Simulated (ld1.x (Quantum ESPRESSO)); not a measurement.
## Before and after: TM potential for phosphorus

ld1.x (Quantum ESPRESSO) 7.5 input, shortened:

```
&input
   title='P', zed=15., rel=1, dft='PBESOL', iswitch=3,
   config='[Ne] 3s2 3p3'
 /
 &inputp
   pseudotype=2, tm=.true., lloc=-1, rcloc=1.50,
   nlcc=.true., new_core_ps=.true.
 /
2
3S  1  0   2.00   0.00  1.70  1.70  0.0
3P  2  1   3.00   0.00  1.55  1.55  0.0
 &test
   configts(1)='3s2 3p3'
 /
```

Change: wave 3s (bound): rc 1.70 bohr becomes 3s (bound): rc 1.50 bohr.

Cutoffs: the cutoffs (Ry, on a coarse ladder) from which the occupation-weighted sum of valence levels, in a spherical-Bessel basis at the reference potential, stays within 10 and 1 mRy of its value at 400 Ry; they do not see the model core or the augmentation charge, which bear on the density cutoff. Errors are all-electron minus pseudo energies relative to the spin-unpolarised reference configuration.

Question: How do hardness, ghosts and transferability respond?

Answer: The potential gets harder (18 Ry and 45 Ry → 21 Ry and 50 Ry); of the 7 tests that both files solve, the error grows in 0 and shrinks in 2 by more than 15 % and 0.3 meV (median size 4.1 → 1.0 meV); neither file shows a bound ghost. A smaller radius makes the pseudo-wave follow the all-electron one further in, where it bends more sharply, so more plane waves are needed.

| quantity | base | changed |
| --- | --- | --- |
| cutoff, loose | 18 Ry | 21 Ry |
| cutoff, tight | 45 Ry | 50 Ry |
| loose cutoff by channel (10 mRy a level) | s 15 Ry, p 8 Ry | s 18 Ry, p 8 Ry |
| bound ghosts | none | none |
| error for 3s2 3p2, meV [ΔE 9.70 eV] | +4.1 | +3.8 |
| error for 3s2 3p1, meV [ΔE 28.81 eV] | +29 | +27 |
| error for 3s2 3p0, meV [ΔE 58.52 eV] | +97 | +88 |
| error for 3s2 3p2.5, meV [ΔE 3.76 eV] | +0.6 | +0.6 |
| error for 3s1 3p4, meV [ΔE 8.51 eV] | -1.7 | -0.3 |
| error for 3s2 3p3.3, meV [ΔE -1.30 eV] | +0.3 | +0.3 |
| error for 3s0 3p5, meV [ΔE 17.15 eV] | -7.5 | -1.0 |
